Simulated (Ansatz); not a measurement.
Molecule: sum formula NbO2F, charge 1, multiplicity 2. The spin state was set by rule; other spins were not relaxed. 
Structure (B3LYP-D3(BJ)/def2-TZVP (Ansatz, a program for electronic structure) minimum search):
```xyz
4

Nb     0.1105    -0.1045    -0.2293
O     -1.4326    -0.8098     0.2209
O     -0.5212     1.5064    -0.4141
F      1.2333    -0.1431     1.2162
```
Charge +1, spin multiplicity 2.

Total electronic energies in hartree. Cores are frozen in the correlated levels unless marked. UHF or UKS for open shells. Spin-orbit coupling is left out. Frozen are the shells of the preceding noble gas and the d and f shells that filled before the atom's block. Past Kr the def2 sets carry scalar-relativistic core potentials. STO-3G rows are all-electron and non-relativistic. CBS marks a two-point X^-3 extrapolation of the correlation energy; Hartree-Fock from the larger set. [CCSD(T)-MP2]/basis is that difference in the basis named.

The UHF reference is spin-contaminated (<S^2> 0.49 over the pure value in the largest basis). The T1 diagnostic of CCSD in the largest basis is 0.063, which is high, so the coupled-cluster rows are less sure than usual.

| level | program | energy (Eh) |
|---|---|---|
| PBE/def2-TZVPD | Ansatz | -306.94426 |
| BLYP-D3(BJ)/def2-TZVPD | Ansatz + dftd3 | -307.13634 |
| BLYP/def2-TZVPD | Ansatz | -307.13088 |
| revPBE-D3(BJ)/def2-TZVPD | Ansatz + dftd3 | … |
| r2SCAN/def2-TZVPD | Ansatz | -307.07475 |
| B3LYP-D4/def2-TZVPD | Ansatz + dftd4 | -307.15875 |
| PBE0-D3(BJ)/def2-TZVPD | Ansatz + dftd3 | -306.87000 |
| PBE0/def2-TZVPD | Ansatz | -306.86791 |
| r2SCAN0-D4/def2-TZVPD | Ansatz + dftd4 | -306.96144 |
| HSE06-D4/def2-TZVPD | Ansatz + dftd4 | -306.85977 |
| CAM-B3LYP-D4/def2-TZVPD | Ansatz + dftd4 | -307.01518 |
| LC-wPBE-D3(BJ)/def2-TZVPD | Ansatz + dftd3 | -306.98363 |
| wB97X-V/def2-TZVPD | Ansatz | -306.99907 |
| RPA@PBE/def2-TZVPP | Ansatz | -306.64576 |
| RPA@PBE/def2-QZVPP | Ansatz | -306.77025 |
| MP2/STO-3G | Ansatz | -3961.92774 |
| MP2/def2-SVPD | Ansatz | -305.76750 |
| MP2/def2-TZVPP | Ansatz | -306.24128 |
| RI-MP2/def2-TZVPP | Ansatz | -306.24115 |
| RI-MP2/def2-TZVPPD | Ansatz | -306.24684 |
| RI-MP2/CBS(def2-TZVPP,def2-QZVPP) | Ansatz | -306.3651 |
| RI-MP2/CBS(def2-TZVPPD,def2-QZVPPD)+[CCSD(T)-MP2]/def2-SVPD | Ansatz | -306.4277 |
| RI-MP2/CBS(def2-TZVPP,def2-QZVPP)+[CCSD(T)-MP2]/def2-TZVPP | Ansatz | -306.4337 |

Problem. Some entries are withheld; supply them.

Solution. 
- revPBE-D3(BJ)/def2-TZVPD, energy (Eh): -307.14462
